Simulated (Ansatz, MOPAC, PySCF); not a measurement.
The same groups moved round the core (benzothiophene fluoro+silyl). Isolated molecules, 0 K electronic values unless said otherwise. Strings in code marks are SMILES.

Quantity: electronic energy of isomers of C8H7FSSi relative to `Fc1c([SiH3])ccc2sccc12`, in kcal/mol. The restricted reference of `Fc1c([SiH3])ccc2sccc12`, `Fc1c([SiH3])sc2ccccc12`, `Fc1cc([SiH3])c2sccc2c1`, `Fc1cc([SiH3])cc2ccsc12`, `Fc1cc2sccc2cc1[SiH3]` and `Fc1ccc([SiH3])c2ccsc12` is unstable towards unrestricted orbitals. Semi-empirical values (MOPAC) are differences of heats of formation.

Level 1: B3LYP/6-311+G** // PBE-D3(BJ)/def2-SVP (PySCF)
Level 2: HF/STO-3G // PBE-D3(BJ)/def2-SVP (PySCF)
Level 3: HF/cc-pVDZ // PBE-D3(BJ)/def2-SVP (Ansatz, a quantum-chemistry and plane-wave program)
Level 4: AM1 // PBE-D3(BJ)/def2-SVP (MOPAC)

```csv
species,level 1,level 2,level 3,level 4
`Fc1ccc([SiH3])c2ccsc12`,2.09,2.18,?,-1.58
`Fc1cc([SiH3])c2sccc2c1`,?,?,2.51,-4.49
`Fc1c([SiH3])sc2ccccc12`,?,-0.45,0.44,-4.88
`Fc1cc([SiH3])cc2ccsc12`,2.27,2.27,2.86,-2.64
`Fc1cc2sccc2cc1[SiH3]`,0.16,?,0.11,-0.65
```

Task: Some entries are withheld; supply them.

Result: 
- `Fc1ccc([SiH3])c2ccsc12`, level 3: 2.76
- `Fc1cc([SiH3])c2sccc2c1`, level 1: 1.68
- `Fc1cc([SiH3])c2sccc2c1`, level 2: 1.65
- `Fc1c([SiH3])sc2ccccc12`, level 1: 0.63
- `Fc1cc2sccc2cc1[SiH3]`, level 2: -0.28
